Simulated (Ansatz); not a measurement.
C$_{3}$H$_{3}$AlF$_{2}$O$_{2}$, SMILES `[F][Al-]1([F])[O]C=CC=[O+]1` at its PBE0-D4/def2-TZVP geometry, where that method's forces vanish. The species carries charge 0 and has multiplicity 1.

```json
{"atom": "F1", "x (Å)": "-1.137", "y (Å)": "-0.717", "z (Å)": "2.615"}
{"atom": "Al2", "x (Å)": "-0.269", "y (Å)": "-1.138", "z (Å)": "1.283"}
{"atom": "F3", "x (Å)": "0.343", "y (Å)": "-2.663", "z (Å)": "1.185"}
{"atom": "O4", "x (Å)": "1.051", "y (Å)": "0.069", "z (Å)": "1.004"}
{"atom": "C5", "x (Å)": "1.129", "y (Å)": "0.850", "z (Å)": "0.008"}
{"atom": "C6", "x (Å)": "0.218", "y (Å)": "0.920", "z (Å)": "-1.038"}
{"atom": "C7", "x (Å)": "-0.905", "y (Å)": "0.104", "z (Å)": "-1.081"}
{"atom": "O8", "x (Å)": "-1.220", "y (Å)": "-0.765", "z (Å)": "-0.212"}
{"atom": "H9", "x (Å)": "1.997", "y (Å)": "1.515", "z (Å)": "-0.003"}
{"atom": "H10", "x (Å)": "0.386", "y (Å)": "1.627", "z (Å)": "-1.837"}
{"atom": "H11", "x (Å)": "-1.593", "y (Å)": "0.198", "z (Å)": "-1.925"}
```

Question: For each bond, give half the difference of the two atoms' forces along it (eV/Å; positive pushes the atoms apart) under PBE-D4, r2SCAN-D4, B3LYP-D4, ωB97M-V in def2-TZVPP. (Estimate.)

Answer: The calculation gave: 
```
  bond  length (Å)  PBE-D4  r2SCAN-D4  B3LYP-D4  ωB97M-V
F1–Al2       1.645    0.26       0.01      0.07     0.07
Al2–F3       1.646    0.26       0.01      0.07     0.07
Al2–O4       1.810   -0.12      -0.11     -0.06    -0.02
Al2–O8       1.810   -0.12      -0.11     -0.06    -0.02
 O4–C5       1.268    0.67       0.39      0.30     0.15
 C5–C6       1.389   -0.06      -0.02      0.04     0.03
 C5–H9       1.093   -0.08      -0.14     -0.21    -0.13
 C6–C7       1.389   -0.06      -0.02      0.04     0.03
C6–H10       1.080    0.06      -0.05     -0.11    -0.13
 C7–O8       1.268    0.67       0.39      0.30     0.15
C7–H11       1.093   -0.08      -0.14     -0.21    -0.13
```

B3LYP here is the variant with VWN-RPA as its local correlation; programs differ in this.

Results of the Gaussian-basis code of Ansatz.
